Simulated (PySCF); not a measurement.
Rh⁺: ionisation energy

Rh⁺ [Kr] 4d8 (3F) → Rh²⁺ [Kr] 4d7 (4F), as a difference of total energies. All numbers are calculated (PySCF 2.14, the spin-free X2C one-electron Hamiltonian (Gaussian nucleus), in aug-cc-pVTZ-DK (9s8p6d3f2g, 102 functions)). Correlated levels: valence: [Kr] frozen. The calculations carry no spin-orbit coupling.

| method | ionisation energy (eV) | plus first-order spin-orbit estimate | difference from reference of that sum (eV) |
| --- | --- | --- | --- |
| UHF | 16.149 | 16.127 | -1.953 |
| MP2 (valence) | 17.914 | 17.892 | -0.188 |
| SCS-MP2 (valence) | 17.926 | 17.904 | -0.176 |
| CCSD (valence) | 17.708 | 17.686 | -0.394 |
| CCSD(T) (valence) | 17.818 | 17.796 | -0.284 |

Reference: 18.08 eV (semi-empirical (NIST evaluation); NIST Atomic Spectra Database, ionization energies).

A first-order spin-orbit estimate (lowest level to lowest level, LS coupling) adds -0.022 eV.

Errors of the correlated levels include the incompleteness of this basis and the frozen core.
